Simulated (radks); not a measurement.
The numbers below are computed, except where a source is named.
Question: These are the eigenvalues of the occupied orbitals of an atom or ion with whole-number occupations (hartree). Level of theory: scalar-relativistic Kohn-Sham, revPBE, spin-unpolarised, spherical densities, point nucleus (a radial shooting solver on a logarithmic mesh with Libxc functionals).

| orbital | eigenvalue |
|---|---|
| 1s | -376.2769 |
| 2s | -46.69692 |
| 2p | -40.68106 |
| 3s | -5.74918 |
| 3p | -3.93660 |
| 3d | -1.00518 |
| 4s | -0.59624 |

Which element is it, and in what charge state? The configuration may be excited.

Answer: Z = 31, gallium, charge +1: Ga+ in [Ar] 3d10 4s2. The list shows which subshells hold electrons but not how many an open one holds; the 1s level, -376.28 hartree, gives Z - s = 27.4 by -(Z - s)^2/2, which with screening and relativity narrows Z to a few neighbours, and the depths of the outer levels then fix element, charge and occupations together.
